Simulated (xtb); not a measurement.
C2H4N3, charge +1, singlet, at a GFN2-xTB geometry; GFN2-xTB (xtb).

The xtb input:
```
$ xtb mol.xyz --gfn 2 --chrg 1 --ohess --json

# file mol.xyz
9

C     -0.72438958    -0.87288884    -0.09129060
N      0.55762667    -1.03705194    -0.15259445
N      1.09045631     0.16973986    -0.01179850
C      0.15167649     1.09037013     0.13747465
N     -1.01674140     0.44847481     0.09012567
H     -1.44403652    -1.66418423    -0.17208821
H      2.10037297     0.28380633    -0.02835101
H      0.29970022     2.14638776     0.27058309
H     -1.93914925     0.86096327     0.17262278
```

Question: Write the output that xtb gives for this input, abridged.

Answer: 
```
   ID    Z sym.   atoms
    1    6 C      1, 4
    2    7 N      2, 3, 5
    3    1 H      6-9

           -------------------------------------------------
          |                Calculation Setup                |
           -------------------------------------------------

           -------------------------------------------------
          |                 G F N 2 - x T B                 |
           -------------------------------------------------

          ...................................................
          :                      SETUP                      :
          :.................................................:
          :  # basis functions                  24          :
          :  # atomic orbitals                  24          :
          :  # shells                           14          :
          :  # electrons                        26          :
          :  max. iterations                   250          :
          :  Hamiltonian                  GFN2-xTB          :
          :  restarted?                      false          :
          :  GBSA solvation                  false          :
          :  PC potential                    false          :
          :  electronic temp.          300.0000000     K    :
          :  accuracy                    1.0000000          :
          :  -> integral cutoff          0.2500000E+02      :
          :  -> integral neglect         0.1000000E-07      :
          :  -> SCF convergence          0.1000000E-05 Eh   :
          :  -> wf. convergence          0.1000000E-03 e    :
          :  Broyden damping             0.4000000          :
          :  net charge                          1          :
          :  unpaired electrons                  0          :
          ...................................................

 iter      E             dE          RMSdq      gap      omega  full diag
   1    -14.7273487 -0.147273E+02  0.499E+00    5.35       0.0  T
   2    -14.8257804 -0.984317E-01  0.350E+00    4.78       1.0  T
   3    -14.8416771 -0.158967E-01  0.195E+00    4.43       1.0  T
   4    -14.8413095  0.367613E-03  0.556E-01    4.48       1.0  T
   5    -14.8421518 -0.842275E-03  0.113E-01    4.30       1.0  T
   6    -14.8421632 -0.114247E-04  0.406E-02    4.29       1.0  T
   7    -14.8421652 -0.197445E-05  0.111E-02    4.29       3.0  T
   8    -14.8421653 -0.173924E-06  0.503E-03    4.30       6.6  T
   9    -14.8421655 -0.156932E-06  0.147E-03    4.30      22.7  T
  10    -14.8421655 -0.381833E-08  0.817E-04    4.29      40.8  T
  11    -14.8421655 -0.287967E-08  0.962E-05    4.30     346.5  T

   *** convergence criteria satisfied after 11 iterations ***

         :::::::::::::::::::::::::::::::::::::::::::::::::::::
         ::                     SUMMARY                     ::
         :::::::::::::::::::::::::::::::::::::::::::::::::::::
         :: total energy             -14.642178876531 Eh    ::
         :: gradient norm              0.000065005174 Eh/a0 ::
         :: HOMO-LUMO gap              4.295109425408 eV    ::
         ::.................................................::
         :: SCC energy               -14.842164549977 Eh    ::
         :: -> isotropic ES            0.115814044462 Eh    ::
         :: -> anisotropic ES         -0.006653677586 Eh    ::
         :: -> anisotropic XC          0.017148505361 Eh    ::
         :: -> dispersion             -0.003958324464 Eh    ::
         :: repulsion energy           0.199985673445 Eh    ::
         :: add. restraining           0.000000000000 Eh    ::
         :: total charge               1.000000000000 e     ::
         :::::::::::::::::::::::::::::::::::::::::::::::::::::

      -----------------------------------------------------------
     |                   =====================                   |
     |                        A N C O P T                        |
     |                   =====================                   |
[...]
 * total energy  :   -14.6421789 Eh     change       -0.2139089E-10 Eh
   *** GEOMETRY OPTIMIZATION CONVERGED AFTER 1 ITERATIONS ***
         :: total energy             -14.642178876553 Eh    ::
[...]
   9: 12.45  10:208.76  11: 26.37  12:  4.75  13: 12.74  14:  4.70  15: 50.98  16: 58.98
  17:  6.44  18:  8.67  19:  5.99  20: 21.72  21: 11.43  22: 19.34  23: 30.42  24: 62.12
  25: 44.50  26:232.48  27:107.56
 Raman intensities (Ä⁴*amu⁻¹)
   1:  0.00   2:  0.00   3:  0.00   4:  0.00   5:  0.00   6:  0.00   7:  0.00   8:  0.00
   9:  0.00  10:  0.00  11:  0.00  12:  0.00  13:  0.00  14:  0.00  15:  0.00  16:  0.00
  17:  0.00  18:  0.00  19:  0.00  20:  0.00  21:  0.00  22:  0.00  23:  0.00  24:  0.00
  25:  0.00  26:  0.00  27:  0.00
 output can be read by thermo (or use thermo option).
 writing <g98.out> molden fake output.
 recommended (thermochemical) frequency scaling factor: 1.0
           -------------------------------------------------
          |             Thermodynamic Functions             |
           -------------------------------------------------

cs  symmetry found (for desy threshold:  0.10E+00) used in thermo

          ...................................................
          :                      SETUP                      :
          :.................................................:
          :  # frequencies                          21      :
          :  # imaginary freq.                       0      :
          :  linear?                             false      :
          :  only rotor calc.                    false      :
          :  symmetry                               cs      :
          :  rotational number                       1      :
          :  scaling factor                  1.0000000      :
          :  rotor cutoff                   50.0000000 cm⁻¹ :
          :  imag. cutoff                  -20.0000000 cm⁻¹ :
          :.................................................:

    mode    ω/cm⁻¹     T·S(HO)/kcal·mol⁻¹    T·S(FR)/kcal·mol⁻¹   T·S(vib)
   ------------------------------------------------------------------------
   ------------------------------------------------------------------------

   temp. (K)  partition function   enthalpy   heat capacity  entropy
                                   cal/mol     cal/K/mol   cal/K/mol   J/K/mol
 298.15  VIB   1.27                  538.823      7.313      2.279
         ROT  0.401E+05              888.752      2.981     24.045
         INT  0.509E+05             1427.576     10.294     26.324
         TR   0.568E+27             1481.254      4.968     38.640
         TOT                        2908.8297    15.2619    64.9641   271.8098

       T/K    H(0)-H(T)+PV         H(T)/Eh          T*S/Eh         G(T)/Eh
   ------------------------------------------------------------------------
    298.15    0.463552E-02    0.741728E-01    0.308665E-01    0.433063E-01
   ------------------------------------------------------------------------

         :::::::::::::::::::::::::::::::::::::::::::::::::::::
         ::                  THERMODYNAMIC                  ::
         :::::::::::::::::::::::::::::::::::::::::::::::::::::
         :: total free energy         -14.598872603540 Eh   ::
         ::.................................................::
         :: total energy              -14.642178876553 Eh   ::
         :: zero point energy           0.069537299627 Eh   ::
         :: G(RRHO) w/o ZPVE           -0.026231026615 Eh   ::
         :: G(RRHO) contrib.            0.043306273012 Eh   ::
         :::::::::::::::::::::::::::::::::::::::::::::::::::::

optimized geometry written to: xtbopt.xyz

           -------------------------------------------------
          | TOTAL ENERGY              -14.642178876553 Eh   |
          | TOTAL ENTHALPY            -14.568006061772 Eh   |
          | TOTAL FREE ENERGY         -14.598872603540 Eh   |
          | GRADIENT NORM               0.000065024639 Eh/α |
          | HOMO-LUMO GAP               4.295119784964 eV   |
           -------------------------------------------------

normal termination of xtb
```
